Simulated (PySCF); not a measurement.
## Scandium: a sound run and one with changed settings

Sound run: Sc [Ar] 3d1 4s2, Sc⁺ [Ar] 3d1 4s1. All numbers are calculated (PySCF 2.14, no relativity, point nucleus, in cc-pVDZ (6s5p3d1f, 43 functions)). In the sound run the correlated levels freeze [Ar]. The sound run starts from symmetry-adapted Hartree-Fock orbitals and uses a fine grid where one is needed.

Changed run: all electrons correlated in a basis built for the valence shell.

```json
{"species": "Sc", "method": "MP2", "sound run (hartree)": "-759.76419", "changed run (hartree)": "-759.92472", "converged": "yes"}
{"species": "Sc⁺", "method": "MP2", "sound run (hartree)": "-759.54297", "changed run (hartree)": "-759.69522", "converged": "yes"}
```

Ionisation energy of Sc:

```json
{"method": "UHF", "sound run (eV)": "5.369", "changed run (eV)": "5.369"}
{"method": "MP2", "sound run (eV)": "6.020", "changed run (eV)": "6.245"}
{"method": "SCS-MP2", "sound run (eV)": "6.149", "changed run (eV)": "6.317"}
```

A valence basis has no tight correlating functions, so it recovers only part of the core correlation, and not evenly between atom and ion.

For comparison, NIST gives 6.561 eV between the lowest levels.
